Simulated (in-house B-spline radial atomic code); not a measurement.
**BSE on G0W0@HF excitations of V⁵⁺**

Method: BSE on G0W0@HF. Computed with a B-spline radial code for spherical atoms: linear response of the closed shell [Ne] 3s2 3p6 with a statically screened interaction on G0W0 levels; scalar-relativistic (spin-free one-electron X2C), finite nucleus, no spin-orbit coupling, no double excitations, S, P, D and F terms only. Only terms of natural parity with L up to 3 were computed.

Command:
```bash
python run_td.py task.json out
```
Settings (radii: box in bohr, nucleus in fm):
```
Z                        23
electrons                18
configuration            [Ne] 3s2 3p6
hamiltonian              x2c
method                   bse
box_radius               16.35
rms_radius               3.6002
intervals                71
```

Cost of the run: 1.4 s on 1 thread of Intel(R) Xeon(R) Platinum 8375C CPU @ 2.90GHz (Ice Lake) (shared host).

The lowest states, in the order of their Tamm-Dancoff energies; the method's threshold (minus the highest G0W0 level) is 128.95 eV. Labels give the largest channel, * marks a mixed state, and oscillator strengths are full-response dipole values. Energies in eV:

| state | full response | Tamm-Dancoff | oscillator strength |
| --- | --- | --- | --- |
| 3p → 3d 3P | 38.64 | 38.75 | - |
| 3p → 3d 3F | ? | ? | - |
| 3p → 3d 1F | ? | ? | - |
| 3p → 3d 1P | 55.25 | 57.88 | 3.86 |
| 3p → 4s 3P | 68.41 | 68.42 | - |
| 3p → 4s 1P | 69.40 | 69.46 | 0.279 |
| 3s → 3d 3D | 69.51 | 69.57 | - |
| 3s → 3d 1D | 74.20 | 74.34 | - |
| 3p → 4p 3S | 75.27 | 75.31 | - |
| 3p → 4p 3D | 76.65 | 76.66 | - |
| 3p → 4p 1D | 77.34 | 77.35 | - |
| 3p → 4p 1S | 80.27 | 80.53 | - |
| 3p → 4d 3P | 88.57 | 88.57 | - |
| 3p → 4d 3F | 88.99 | 89.00 | - |
| 3p → 4d 1F | 89.35 | 89.35 | - |
| 3p → 4d 1P | 90.10 | 90.30 | 0.0414 |

(1) Where does 3p → 3d 3F lie?

(2) Where does 3p → 3d 1F lie?

(3) How large is the singlet-triplet splitting of 3p → 3d (F terms) in Tamm-Dancoff?

(4) What polarisabilities and dispersion coefficient does the method give?

Results:

(1) At 39.84 eV in full response, 40.08 eV in Tamm-Dancoff.

(2) At 43.61 eV in full response, 43.64 eV in Tamm-Dancoff.

(3) 3.56 eV, from the unrounded values.

(4) Dipole 1.07 bohr³, quadrupole 1.102 bohr⁵, C6 1.926 hartree·bohr⁶ for two such species.
